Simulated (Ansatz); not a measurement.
Relaxation of (LiF)4 ring (Li₄F₄) with RKS PBE-D4/def2-SVP.

```sh
$ ansatz run in.yaml --threads 4 --pin off --events-out ev --progress --plain --max-ram 3916MiB
```

```yaml
crystal:
  periodic: [false, false, false]
  atoms:
    - {symbol: Li, position_ang: [-1.299480, -0.014940, -1.724750]}
    - {symbol: F, position_ang: [-0.088680, 1.110880, -1.894620]}
    - {symbol: Li, position_ang: [1.160250, 1.527610, -0.881520]}
    - {symbol: F, position_ang: [1.802450, 1.127330, 0.597520]}
    - {symbol: Li, position_ang: [1.308750, 0.004980, 1.719860]}
    - {symbol: F, position_ang: [0.088190, -1.109980, 1.894660]}
    - {symbol: Li, position_ang: [-1.169070, -1.517750, 0.887250]}
    - {symbol: F, position_ang: [-1.802400, -1.128120, -0.598400]}
basis:
  gaussian: {orbitals: def2-SVP}
hamiltonian: {xc: pbe, dispersion: d4}
scf: {omitted_lower_state_checks: [starts]}
output: {orbitals: {seedname: orbitals}}
relax: {f_tol: 0.02, max_steps: 100}
```

Run time 6.5 s (4 threads of Arm Neoverse V1 on a shared host).

Positions (Å) and forces (eV/Å) at steps 1, 2, 4 of 4:

```xyz
8
step=1 energy=-11677.6908 eV
Li   -1.299   -0.015   -1.725   -0.119    0.002   -0.162
F    -0.089    1.111   -1.895   -0.014    0.149   -0.257
Li    1.160    1.528   -0.882    0.119    0.151   -0.084
F     1.802    1.127    0.598    0.242    0.149    0.084
Li    1.309    0.005    1.720    0.112    0.000    0.150
F     0.088   -1.110    1.895    0.012   -0.148    0.254
Li   -1.169   -1.518    0.887   -0.108   -0.149    0.094
F    -1.802   -1.128   -0.598   -0.243   -0.153   -0.079
8
step=2 energy=-11677.7124 eV
Li   -1.306   -0.014   -1.732   -0.005    0.003   -0.009
F    -0.088    1.121   -1.910   -0.011    0.088   -0.155
Li    1.170    1.539   -0.889    0.016    0.019   -0.013
F     1.816    1.137    0.601    0.145    0.088    0.053
Li    1.313    0.006    1.727    0.003    0.000    0.007
F     0.088   -1.120    1.910    0.010   -0.088    0.154
Li   -1.177   -1.531    0.894   -0.012   -0.020    0.012
F    -1.816   -1.137   -0.601   -0.145   -0.090   -0.049
8
step=4 energy=-11677.7240 eV
Li   -1.296   -0.009   -1.716    0.008    0.000    0.011
F    -0.084    1.142   -1.938    0.000    0.001    0.000
Li    1.182    1.548   -0.900   -0.006   -0.009    0.005
F     1.839    1.155    0.603    0.000    0.000   -0.001
Li    1.297    0.008    1.715   -0.008    0.000   -0.011
F     0.084   -1.142    1.938   -0.001   -0.001    0.000
Li   -1.183   -1.547    0.901    0.007    0.008   -0.005
F    -1.838   -1.155   -0.603    0.000    0.000    0.001
```
